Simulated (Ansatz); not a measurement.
Input for Ansatz (development build ahead of 0.2.0):

```yaml
crystal:
  periodic: [false, false, false]
  atoms:
    - { symbol: H, position_ang: [0.00303, 0.01277, -2.39009] }
    - { symbol: H, position_ang: [0.01806, -0.00051, -1.43357] }
    - { symbol: H, position_ang: [-0.01175, -0.01585, -0.47827] }
    - { symbol: H, position_ang: [0.01388, 0.00972, 0.48562] }
    - { symbol: H, position_ang: [-0.01217, -0.01128, 1.43616] }
    - { symbol: H, position_ang: [0.00724, 0.01631, 2.38404] }
basis:
  gaussian: { orbitals: "6-31G" }
hamiltonian:
  xc: hf
output:
  forces: true
```

The input is written out in the form of the current development build from the run's settings.

Results

```yaml
Converged: yes
Total_energy: -3.23435 hartree
```

Forces (eV/Å):
```
atom      Fx      Fy      Fz
  H1   0.081  -0.054   3.490
  H2  -0.036   0.085  -6.670
  H3   0.086   0.094   6.120
  H4  -0.096  -0.108  -6.204
  H5   0.062   0.113   6.667
  H6  -0.098  -0.131  -3.404
```

Caution: stretched shape with no unrestricted run beside it, a lower state can exist.
